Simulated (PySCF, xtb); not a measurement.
TiO2, SMILES [O]=[Ti]=[O], multiplicity 1.

GFN2-xTB in xtb 6.7.1 at its own geometry gives an orbital gap of 1.72 eV and a dipole moment of 8.42 D.

Coordinates come from a TPSSh-D3(BJ)/def2-TZVP optimisation. The spin state was assumed, not searched. The isomer is the one that the SMILES or the coordinates give; other isomers of the formula were not compared.

Question: What does PBE/def2-TZVPD (PySCF) give? (Estimate from the structure and the level; the computed values follow.)

Answer: gap 2.25 eV (levels -5.81 and -3.56 eV), dipole 6.40 D.
